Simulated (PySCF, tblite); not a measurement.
Isomers of C5H10NO (doublet state), one GFN2-xTB conformer each. Single-point energies are computed at B3LYP/pcH-1 (PySCF, gas phase, no added dispersion term), electronic only. GFN2-xTB treats the open shell by occupation alone, and not every SCF solution was tested for stability.

```tsv
SMILES	GFN2-xTB relative energy (kJ/mol)
[CH]1CCCOCN1	53.8
C1CCOC[N]C1	52.4
C[N]C(=O)C(C)C	45.6
CNC(=O)[C](C)C	0.0
```

Conformers: `[CH:1]1[CH2:2][CH2:3][CH2:4][O:5][CH2:6][NH:7]1` (doublet state) with N7–C1–C2–C3 63°, C1–C2–C3–C4 -75°, C2–C3–C4–O5 63°, C3–C4–O5–C6 -69°; `[CH2:1]1[CH2:2][CH2:3][O:4][CH2:5][N:6][CH2:7]1` (doublet state) with C7–C1–C2–C3 59°, C1–C2–C3–O4 -65°, C2–C3–O4–C5 87°, C3–O4–C5–N6 -64°; `[CH3:1][N:2][C:3](=[O:4])[CH:5]([CH3:6])[CH3:7]` (doublet state) with C1–N2–C3–O4 -1°, N2–C3–C5–C6 135°; `[CH3:1][NH:2][C:3](=[O:4])[C:5]([CH3:6])[CH3:7]` (doublet state) with C1–N2–C3–O4 0°.

Problem. What does B3LYP/pcH-1 give for the same structures?

Solution. 
| SMILES | B3LYP/pcH-1 E (Eh) | B3LYP/pcH-1 (kJ/mol) | GFN2-xTB (kJ/mol) | point group |
| --- | --- | --- | --- | --- |
| CNC(=O)[C](C)C | -326.53345 | 0.0 | 0.0 | near Cs |
| C[N]C(=O)C(C)C | -326.49535 | 100.0 | 45.6 | C1 |
| [CH]1CCCOCN1 | -326.48643 | 123.5 | 53.8 | C1 |
| C1CCOC[N]C1 | -326.47920 | 142.4 | 52.4 | C1 |

Both levels put the same isomer lowest; measured from each level's own lowest isomer, the values differ by up to 90.0 kJ/mol (C1CCOC[N]C1: 52.4 against 142.4). As drawn, the lowest has an N–H bond, which the highest lacks. Neighbours under 21 kJ/mol apart ([CH]1CCCOCN1 and C1CCOC[N]C1) can change places with a better method, another conformer or zero-point energy.

Problem. What happens when harmonic zero-point energies from GFN2-xTB frequencies are added?

Solution. 
```
        SMILES  ZPE (kJ/mol)  electronic (kJ/mol)  with ZPE (kJ/mol)
CNC(=O)[C](C)C         370.1                  0.0                0.0
C[N]C(=O)C(C)C         370.7                100.0              100.7
  [CH]1CCCOCN1         382.0                123.5              135.4
   C1CCOC[N]C1         380.6                142.4              153.0
```

The zero-point energies span 11.9 kJ/mol. The order is unchanged.
